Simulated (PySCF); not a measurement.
# Relaxation of doublet IrSCl₂

These are results of UB3LYP in PySCF with Ir def2-SVP with ECP60, S def2-SVP, Cl def2-SVP; scalar-relativistic core potentials, no spin–orbit coupling; density-fitted integrals, not measurements. A (50,194) grid was used.

A hand-made T-shaped (ligand arrangement 1) start, of Cs symmetry, held to at least that symmetry:

```xyz
4
charge 0 multiplicity 2, angstrom
Ir   -0.0355    0.0000   -0.2791
S    -2.1242    0.0000   -0.2062
Cl   -0.0355    0.0000    1.9309
Cl    2.1732    0.0000   -0.2020
```

Optimiser trace:
```
step  E − E(last) (kJ/mol)  largest gradient (Eh/bohr)
   0                 55.58                     0.03391
   1                 33.45                     0.01467
   2                 15.09                     0.01768
   3                  7.72                     0.01381
   4                  3.26                     0.00909
   5                  1.31                     0.00161
   6                  1.08                     0.00254
   7                  0.81                     0.00345
   8                  0.28                     0.00364
   9                  0.02                     0.00209
  10                  0.00                     0.00058
  11                  0.00                     0.00027
```

It ends at Cs with Ir–Cl 2.257 Å, Ir–Cl 2.265 Å, Ir–S 2.064 Å; Cl–Ir–Cl 96.0°, Cl–Ir–S 124.6°, Cl–Ir–S 139.4° (after a last refinement on a finer grid). A frequency run shows a minimum.

Final geometry:
Z-matrix (Å, degrees; charge 0 multiplicity 2):
```
Ir
S  1 2.0644
Cl 1 2.2567 2 124.62
Cl 1 2.2653 2 139.38 3 180.00
```

Open d and f shells are described by one determinant, and the ground state may have another occupation or spin. No spin–orbit coupling is included, which matters more the heavier the element.
